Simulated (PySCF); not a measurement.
C2H7FSi2, SMILES F[SiH2]/C=C\[SiH3].

The structure is a stationary point at PBE0-D3(BJ)/def2-SVP. The structure was generated by enumeration; whether it is a known compound was not checked. The values are those of a single conformer.

Vertical ionisation energy (IE) and electron affinity (EA) in eV. Rows of orbital energies are one-electron estimates. Where ΔSCF, EOM or ADC give a negative EA the extra electron is unbound and the value depends on the basis.

```tsv
level	IE	EA
−ε(HOMO), −ε(LUMO), PBE0/def2-TZVP (PySCF)	8.12	1.30
−ε(HOMO), −ε(LUMO), PBE/def2-TZVP (PySCF)	[?]	[?]
```

**Question.** Fill in the missing entries. (An estimate is asked for; the answer gives what the named calculation found.)

**Answer.** 
- −ε(HOMO), −ε(LUMO), PBE/def2-TZVP (PySCF), IE: 7.00
- −ε(HOMO), −ε(LUMO), PBE/def2-TZVP (PySCF), EA: 2.24
